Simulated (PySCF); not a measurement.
Harmonic spectrum computed at PBE0 in the def2-TZVPD basis family (core potentials from Rb on, PySCF, no spin–orbit coupling):

```csv
symmetry,ω (cm⁻¹),"IR (km/mol, summed over degenerate members)"
e,149,244
e,591,159
a1,774,70.6
e,931,65.7
a1,1538,826
a1,2049,158
e,2219,396
a1,2255,18.5
```

Task: Which molecule gave it? In each, all ligands are bound to the one heavy central atom.
A. OsH₅⁻ (singlet)
B. WH₅⁻ (triplet)
C. ZrH₅⁻ (singlet)
D. TcH₅⁻ (quartet)

Result: A. It has C3v symmetry with Os–H 1.593 Å (×3), Os–H 1.647 Å, Os–H 1.794 Å.
